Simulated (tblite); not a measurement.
C7H9NOSi.
Atom-mapped SMILES: `[N:1]#[C:2][C@@H:3]([SiH3:4])[CH2:5][c:6]1[cH:7][cH:8][cH:9][o:10]1` (hydrogens: H11 on C3; H12, H13, H14 on Si4; H15, H16 on C5; H17 on C7; H18 on C8; H19 on C9)

Geometry (GFN2-xTB, Å), atoms numbered from 1 in this order:
```xyz
19
C7H9NOSi angstrom
N     -3.356   -2.215    0.854
C     -2.440   -1.707    0.389
C     -1.307   -1.044   -0.177
Si    -1.886    0.581   -1.034
C     -0.251   -0.789    0.915
C      0.921   -0.058    0.362
C      1.469    1.148    0.685
C      2.564    1.335   -0.196
C      2.596    0.233   -0.988
O      1.607   -0.617   -0.659
H     -0.877   -1.707   -0.934
H     -0.771    1.090   -1.829
H     -3.023    0.245   -1.887
H     -2.264    1.529    0.013
H     -0.683   -0.196    1.723
H      0.074   -1.748    1.334
H      1.141    1.814    1.456
H      3.230    2.172   -0.228
H      3.245   -0.058   -1.790
```

Calculated harmonic vibrations of the isolated species, GFN2-xTB (tblite), most abundant isotopes, no scaling. Errors from tens to a few hundred cm⁻¹ against measured bands are possible. Modes of hydrogen on silicon can be 10 to 20 % off. One conformer, not necessarily the lowest.

Harmonic wavenumbers (cm⁻¹): 31.6, 36.7, 78.1, 112.4, 134.2, 197.2, 222.9, 312.8, 361.8, 448.8, 496.4, 543.0, 559.5, 587.7, 626.3, 684.0, 723.7, 764.6, 765.6, 773.8, 789.5, 820.8, 844.1, 860.3, 919.4, 953.1, 1024.1, 1044.2, 1071.0, 1081.3, 1118.1, 1135.1, 1177.4, 1207.2, 1243.3, 1264.2, 1309.2, 1374.5, 1467.7, 1494.6, 1597.1, 2291.7, 2293.4, 2304.9, 2392.7, 2929.0, 2934.8, 2996.8, 3170.6, 3182.9, 3193.2.

A = 2468, B = 663.5, C = 602.7 MHz; mass 151.045 u (most abundant isotopes); point group C1, symmetry number 1.

Question: What is the zero-point energy?

Answer: ½Σν̃ = 29974 cm⁻¹ = 85.70 kcal/mol.

Question: Give the ideal-gas entropy at 200 K and 1 bar in the rigid-rotor, harmonic-oscillator model (classical rotation).

Answer: Translation 38.99, rotation 28.98, vibration 23.16: S = 91.1 cal/(mol K).

Question: And Cp and H(200 K) − H(0)?

Answer: Cp = 29.99 cal/(mol K), of which vibrations give 22.04 (their classical limit is 51 R = 101.3); H(200 K) − H(0) = 3.90 kcal/mol without the zero-point energy, 2.31 from vibrations.

Question: What must be added to the electronic energy to get the Gibbs energy at 200 K and 1 bar?

Answer: ZPE + [H(200 K) − H(0)] − T·S = 85.70 + 3.90 − 18.23 = 71.37 kcal/mol.

Question: How do the functions run with temperature in this model?

Answer: 
| T (K) | S (cal/(mol K)) | Cp (cal/(mol K)) | H − H(0) (kcal/mol) | G − H(0) (kcal/mol) | ln q(vib) |
| --- | --- | --- | --- | --- | --- |
| 100 | 74.4 | 19.8 | 1.44 | -6.01 | 2.79 |
| 300 | 105.5 | 41.9 | 7.50 | -24.16 | 8.71 |
| 500 | 131.8 | 61.4 | 17.96 | -47.95 | 14.40 |
| 800 | 164.8 | 78.7 | 39.24 | -92.64 | 22.53 |
| 1000 | 183.2 | 85.8 | 55.73 | -127.49 | 27.51 |

q(vib) and H(0) count from the zero-point level.

Hindered rotation and anharmonicity are outside this model. Other conformers, if any are populated, would add a mixing term that is left out. The structure is chiral; the term R ln 2 for an equal mix with its mirror image is left out.
